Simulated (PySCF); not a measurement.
Isomers C6H12Si:

A. SMILES C1C[C@@H](C2CC2)[SiH2]1
B. SMILES C1(C(=C)C)C[SiH2]C1
C. SMILES CC(C)C1=C[SiH2]C1

Spectrum 1. ¹H NMR (400 MHz, computed): δ 5.42 (m, 1H), 5.34 (m, 1H), 4.94 (m, 1H), 4.82 (m, 1H), 2.77 (m, 1H), 2.04 (m, 2H), 1.97 (s, 3H), 1.44 (m, 2H). ¹³C{¹H} NMR (computed): δ 173.1 (C), 115.0 (CH2), 40.4 (CH), 29.0 (CH3), 20.9 (CH2).

Spectrum 2. ¹H NMR (400 MHz, computed): δ 4.51 (m, 1H), 4.41 (m, 1H), 2.83 (m, 1H), 2.60 (m, 1H), 2.16 (m, 1H), 1.39 (m, 1H), 1.10 (m, 1H), 0.93 (m, 1H), 0.51 (m, 1H), 0.37 (m, 1H), 0.22 (m, 1H), -0.28 (m, 1H). ¹³C{¹H} NMR (computed): δ 35.7 (CH), 31.1 (CH2), 15.8 (CH), 6.9 (CH2), 5.0 (CH2), 3.9 (CH2).

Spectrum 3. ¹H NMR (400 MHz, computed): δ 5.73 (t, 1H), 4.83 (m, 2H), 2.58 (sept, 1H), 1.75 (m, 2H), 1.14 (d, 6H). ¹³C{¹H} NMR (computed): δ 183.4 (C), 130.5 (CH), 41.1 (CH), 22.6 (CH3), 13.6 (CH2).

PySCF calculation with PBE0/pcSseg-1 with gauge-including orbitals and coordinates at the GFN2-xTB level; one averaged value for each set of equivalent atoms, a single conformation, non-relativistic Hamiltonian, no solvent.

Scale: TMS for ¹H (31.72 ppm), ¹³C (186.93 ppm) (reference shieldings calculated alike). Where no couplings were computed, multiplicities follow the n + 1 count of equivalent neighbours, and m marks all less simple cases (inequivalent or close neighbours, rings, F or P nearby). Shifts are as computed. Against solution values, carbons near 30 ppm lie about +3 ppm off and those near 130 ppm about +5 ppm. Of 1211 compounds with measured shifts, 218 miss one by over three times the rms of a fit or turn the order of signals round; such compounds aren't used in these exercises.

Q: Which spectrum belongs to which compound?

A: 1–B, 2–A, 3–C.

- Spectrum 1 (B): 5 ¹³C signals; δC 115.0 is a terminal =CH2 carbon; δC 40.4 is an allylic sp3 CH.
- Spectrum 2 (A): 6 ¹³C signals; δC 31.1 is an sp3 CH2 in a ring; δC 15.8 is a three-membered-ring carbon.
- Spectrum 3 (C): 5 ¹³C signals; δC 130.5 is an alkene CH; δC 41.1 is an allylic sp3 CH.
